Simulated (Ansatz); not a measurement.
These are frozen-core CCSD(T)/cc-pVDZ // PBE-D3(BJ)/def2-SVP in Ansatz (a quantum-chemistry and plane-wave program) values and carry that method's errors.

Ansatz 0.2 input:
```yaml
crystal:
  periodic: [false, false, false]
  atoms:
    - { symbol: C, position_ang: [-2.095944, -2.043324, 0.375974] }
    - { symbol: C, position_ang: [-0.723941, -1.814421, -0.272364] }
    - { symbol: Si, position_ang: [0.131799, -0.179073, 0.209571] }
    - { symbol: Si, position_ang: [0.392064, -0.09824, 2.554799] }
    - { symbol: C, position_ang: [1.857315, -0.08401, -0.601255] }
    - { symbol: C, position_ang: [1.829188, -0.034707, -2.13588] }
    - { symbol: C, position_ang: [-0.937298, 1.29887, -0.35092] }
    - { symbol: C, position_ang: [-0.330652, 2.676045, -0.051275] }
    - { symbol: H, position_ang: [-2.815329, -1.241421, 0.109748] }
    - { symbol: H, position_ang: [-2.026728, -2.058982, 1.483855] }
    - { symbol: H, position_ang: [-2.549385, -3.006405, 0.061762] }
    - { symbol: H, position_ang: [-0.812507, -1.829633, -1.381949] }
    - { symbol: H, position_ang: [-0.028905, -2.643931, -0.015195] }
    - { symbol: H, position_ang: [-0.931587, 0.044624, 3.265682] }
    - { symbol: H, position_ang: [1.253736, 1.065923, 2.978652] }
    - { symbol: H, position_ang: [1.049113, -1.353561, 3.075322] }
    - { symbol: H, position_ang: [2.446428, -0.9591, -0.248818] }
    - { symbol: H, position_ang: [2.380278, 0.808847, -0.194109] }
    - { symbol: H, position_ang: [1.276984, 0.853994, -2.506305] }
    - { symbol: H, position_ang: [2.85056, 0.012446, -2.568063] }
    - { symbol: H, position_ang: [1.333236, -0.928519, -2.567958] }
    - { symbol: H, position_ang: [-1.935247, 1.20114, 0.129415] }
    - { symbol: H, position_ang: [-1.118886, 1.181074, -1.443136] }
    - { symbol: H, position_ang: [0.650874, 2.809296, -0.55213] }
    - { symbol: H, position_ang: [-0.986564, 3.504203, -0.391587] }
    - { symbol: H, position_ang: [-0.158603, 2.818866, 1.036168] }
basis:
  gaussian: { orbitals: cc-pVDZ }
correlation:
  method: ccsd_t
```

Output:

```
Functional definition: HF
1924 factors; integrals over basis functions are off by at most 1.4e-3 eV
mean field evaluation 1: about -22187.5566 eV, gradient 4.0e1 eV
mean field evaluation 2: about -22187.7928 eV, gradient 4.0e1 eV
mean field evaluation 4: about -22192.8481 eV, gradient 4.6e0 eV
mean field evaluation 8: about -22192.9267 eV, gradient 1.7e-1 eV
mean field evaluation 16: about -22192.6830 eV, gradient 4.7e-1 eV
mean field -22192.92680889 eV, -815.5750173207 hartree, gradient 4.5e-6 eV, S^2 0.000000; 0 other end points of the search recorded, 0 dependent functions left out
16 core orbitals not correlated
reference -22192.92680889 eV, -815.5750173207 hartree; 25, 25 occupied and 169, 169 virtual orbitals, 1924 factors
second order -29.54454639 eV of doubles, -0.00000000 eV of singles
cycle   1  -31.87965922 eV  change    -2.3e0 eV  update   1.2e-1
cycle   2  -32.82867841 eV  change   -9.5e-1 eV  update   3.6e-2
cycle   3  -32.93859518 eV  change   -1.1e-1 eV  update   1.2e-2
cycle   4  -32.93902964 eV  change   -4.3e-4 eV  update   3.5e-3
cycle   5  -32.93920489 eV  change   -1.8e-4 eV  update   1.1e-3
cycle   6  -32.93891464 eV  change    2.9e-4 eV  update   3.2e-4
cycle   7  -32.93879437 eV  change    1.2e-4 eV  update   9.2e-5
cycle   8  -32.93878403 eV  change    1.0e-5 eV  update   3.1e-5
perturbative correction -1.00306336 eV, -0.0368618986 hartree
Total energy: -22226.86865629 eV, -816.8223572058 hartree
```

Cost: about 13 core-minutes (a rough figure).
